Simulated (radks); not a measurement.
Values are calculated unless marked as measured or tabulated.
Coulomb parameter of the 4d shell of the palladium ion Pd3+ in the model configuration [Kr] 4d6 5p1, as a second difference U = [E(n + 0.5) + E(n - 0.5) - 2 E(n)] / (0.5)^2 with all orbitals relaxed. "Bare": the charge of the atom changes with n. "Screened": the 5p shell takes up the change at fixed total charge, which measures U(4d,4d) + U(5p,5p) - 2 U(4d,5p). Code: a radial shooting solver on a logarithmic mesh with Libxc functionals. Model: Dirac Kohn-Sham, PBE, spin-unpolarised, spherical densities, point nucleus; open shells are shared between the two j in proportion to 2j + 1.

case              configuration  E - E(n) (eV)
start              [Kr] 4d6 5p1          0.000
bare +0.5        [Kr] 4d6.5 5p1        -21.614
bare -0.5        [Kr] 4d5.5 5p1         25.426
screened +0.5  [Kr] 4d6.5 5p0.5        -10.395
screened -0.5  [Kr] 4d5.5 5p1.5         11.216

U(bare) = 15.248 eV, U(screened by 5p) = 3.284 eV.
